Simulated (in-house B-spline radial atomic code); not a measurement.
Computed with a B-spline radial atomic code. Model: two electrons, singlet ground state, non-relativistic, full CI in B-splines with partial waves to l = 8 (at full coupling up to 3e-4 hartree above the limit, correlation up to 0.6 % small), density held at that of full coupling by Lieb maximisation.

Along the adiabatic connection the electron repulsion is scaled by a coupling λ while a local potential keeps the density fixed. At λ = 0 the system is the Kohn-Sham one and W equals the exchange energy; the exchange-correlation energy is the area under W between 0 and 1. The kinetic energy rises with λ as the electrons avoid each other, with dT/dλ = −λ dW/dλ.

Command:
```bash
python run_ac.py task.json out
```
Settings (lengths in bohr, energies in hartree):
```
potential              gauss
strength               2.65
lmax                   8
second                 13.3
```

Run time, properties included: 38 s on 1 thread of Intel(R) Xeon(R) Processor @ 2.30GHz (shared host).

**W = mean repulsion less Hartree energy, and W of three functionals.**

Given: confinement Gaussian well; well depth 2.65 hartree; well width 13.3 bohr; external potential -V exp(-r^2/w^2).

Computed: LDA exchange minus exact 40.042 millihartree; SCAN exchange minus exact 0.32998 millihartree.

| coupling | W xc (hartree) | W xc minus exchange (millihartree) | kinetic minus Kohn-Sham (millihartree) | LDA (PW92) W minus its exchange (millihartree) | PBE W minus its exchange (millihartree) | SCAN W minus its exchange (millihartree) |
| --- | --- | --- | --- | --- | --- | --- |
| 0 | -0.27978 | 0 | 0 | 0 | 0 | 0 |
| 0.02 | -0.28179 | -2.013 | 0.02 | -8.99 | -3.31 | -1.86 |
| 0.05 | -0.28469 | -4.907 | 0.12 | -17.4 | -7.65 | -4.49 |
| 0.12 | -0.2909 | -11.118 | 0.64 | -31.09 | -16.12 | -10.09 |
| 0.25 | -0.30071 | -20.928 | 2.44 | -48.25 | -28.36 | -19 |
| 0.4 | -0.30983 | -30.046 | 5.38 | -62.17 | -39.21 | -27.5 |
| 0.6 | -0.31931 | -39.526 | 10.07 | -75.79 | -50.43 | -36.71 |
| 0.8 | -0.32663 | -46.846 | 15.17 | -86.11 | -59.24 | -44.17 |
| 1 | ? | ? | ? | ? | ? | ? |
| 1.4 | ? | ? | ? | ? | ? | ? |
| 2 | -0.34968 | -69.897 | 45.07 | -119.96 | -89.44 | -69.82 |
| 3 | -0.35844 | -78.659 | 66.58 | -134.14 | -102.51 | -80.07 |
| 4.5 | -0.36601 | -86.235 | 94.46 | -147.28 | -114.76 | -88.55 |
| 7 | -0.373 | -93.222 | 133.74 | -160.18 | -126.91 | -95.52 |

Task: What belongs in the row 1?

Result: W xc (hartree): -0.33243; W xc minus exchange (millihartree): -52.654; kinetic minus Kohn-Sham (millihartree): 20.37; LDA (PW92) W minus its exchange (millihartree): -94.35; PBE W minus its exchange (millihartree): -66.42; SCAN W minus its exchange (millihartree): -50.32.

Task: What belongs in the row 1.4?

Result: W xc (hartree): -0.34107; W xc minus exchange (millihartree): -61.291; kinetic minus Kohn-Sham (millihartree): 30.63; LDA (PW92) W minus its exchange (millihartree): -106.88; PBE W minus its exchange (millihartree): -77.57; SCAN W minus its exchange (millihartree): -59.88.

Task: What is the PBE exchange minus exact?

Result: 11.832 millihartree.

**Energy parts, natural occupations and partial-wave weights.**

Computed: total energy -4.5230 hartree; exchange energy -0.27978 hartree; correlation energy -0.032282 hartree; kinetic part of the DFT correlation energy 0.020373 hartree; Hartree energy 0.55956 hartree; Kohn-Sham kinetic 0.18892 hartree; Lieb Oxford ratio E_xc over LDA exchange 1.3017.

```csv
natural,occupation of the shell (electrons)
s,1.8762
p,0.11573
s,0.0061506
d,0.0012525
p,?
f,0.00013496
```

Task: What belongs in the row p?

Result: occupation of the shell (electrons): 0.0003321.

```json
{"wave": "s", "weight": "0.94121"}
{"wave": "p", "weight": "?"}
{"wave": "d", "weight": "0.00065206"}
{"wave": "f", "weight": "7.4183e-05"}
{"wave": "g", "weight": "1.5843e-05"}
```

Task: What belongs in the row p?

Result: weight: 0.058039.

Task: What is the initial slope twice GL2?

Result: -0.10232 hartree.

Task: What is the kinetic part over minus potential part?

Result: 0.38691.

Half-way to full coupling W has made 66 % of its drop, against 50 % for a straight line, and second-order (GL2) theory, half the initial slope, overshoots the correlation energy by about 58 %: a marked bend. Over couplings 0 to 1 the errors in E_xc come to about +8.5 millihartree for LDA, +2.5 millihartree for PBE, +2.5 millihartree for SCAN. In LDA and PBE the errors of exchange and correlation have opposite signs, so the sum is smaller than the larger of the two.
